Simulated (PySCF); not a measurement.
Mapped SMILES: `[CH:1]#[C:2][Si@H:3]([OH:4])[c:5]1[cH:6][cH:7][n:8][o:9]1`; H(Xn) means a hydrogen on atom n.

- PBE0/pcSseg-1 with gauge-including orbitals
- GFN2-xTB geometry
- program: PySCF 2.14.0 with density-fitted response routines
- gas phase, non-relativistic, a single conformation

Shifts are taken against calculated references (same method and geometry level): $^{13}$C and $^{1}$H and $^{29}$Si against TMS; $^{17}$O vs H2O; NH3 for $^{15}$N.

| atoms | nucleus | count | δ (ppm) |
| --- | --- | --- | --- |
| C1 | $^{13}$C | 1 | 103.2 |
| H(C7) | $^{1}$H | 1 | 8.41 |
| H(C1) | $^{1}$H | 1 | 2.08 |
| N8 | $^{15}$N | 1 | ? |
| Si3 | $^{29}$Si | 1 | ? |
| C5 | $^{13}$C | 1 | 177.0 |
| H(C6) | $^{1}$H | 1 | ? |
| O9 | $^{17}$O | 1 | 423.2 |
| C2 | $^{13}$C | 1 | 90.1 |
| O4 | $^{17}$O | 1 | ? |
| H(Si3) | $^{1}$H | 1 | 5.37 |
| H(O4) | $^{1}$H | 1 | 2.54 |
| C7 | $^{13}$C | 1 | 152.8 |
| C6 | $^{13}$C | 1 | 118.8 |

**Question.** Estimate the values marked ?.

**Answer.** 
- H(C6): 6.79 ppm, hydrogen on an aromatic CH; the ring current deshields protons in the ring plane
- Si3: -54.0 ppm, silicon bonded to 2 C, O, H
- O4: 23.5 ppm, oxygen bonded to Si, H
- N8: 435.9 ppm, pyridine-type nitrogen of an azole

OH/NH shifts are gas-phase values; hydrogen bonding in solution moves them, usually downfield. Shifts are as computed. Against solution values, carbons near 30 ppm lie about +3 ppm off and those near 130 ppm about +5 ppm. Of 1211 compounds with measured shifts, 218 miss one by over three times the rms of a fit or turn the order of signals round; such compounds aren't used in these exercises. Unscaled 17O shifts of doubly bonded oxygen tend to come out too high, by tens of ppm or more. Experimental scales use liquid or dissolved standards, which lie at an offset from isolated NH3 (liquid NH3: subtract about 20 ppm) and H2O (liquid H2O: subtract about 36 ppm). Unscaled 15N shifts of sp2 nitrogen come out 20 to 40 ppm too high even then.
